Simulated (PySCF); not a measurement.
**S (sulfur, neutral) across methods**

[Ne] 3s2 3p3 3d1, high-spin 5D determinant (an excited configuration). Computed with PySCF 2.14 in aug-cc-pV(Q+d)Z with one added diffuse shell each of s, p, d, f, g type (8s7p6d4f3g, 114 functions), with no relativity, point nucleus. The B2PLYP total includes its PT2 part (frozen core); its orbital energies are those of the SCF part.

```csv
method,E (hartree),mean ε 3s β (eV),mean ε 3p α (eV),mean ε 3d α (eV),Σ⟨r²⟩ (bohr²),⟨S²⟩
wB97M-V,-397.7928,-23.491,-15.705,-1.832,56.54,6.000
UHF,-397.23502,-23.794,-18.374,-1.716,65.38,6.001
r2SCAN,-397.7937,-19.534,-12.921,-0.630,60.25,6.001
PBE,-397.6544,-19.578,-12.396,-0.727,61.23,6.000
M06,-397.8070,-21.199,-13.827,-0.928,64.55,6.001
LDA,-396.4368,-19.746,-12.299,-0.644,59.82,6.000
PBE0,-397.6857,-20.955,-14.007,-1.043,61.21,6.000
B2PLYP,-397.6996,-22.360,-15.516,-1.228,63.52,6.001
```

The outer electron is Rydberg-like, and this basis confines it to a smaller radius and binds it less than a complete one would.
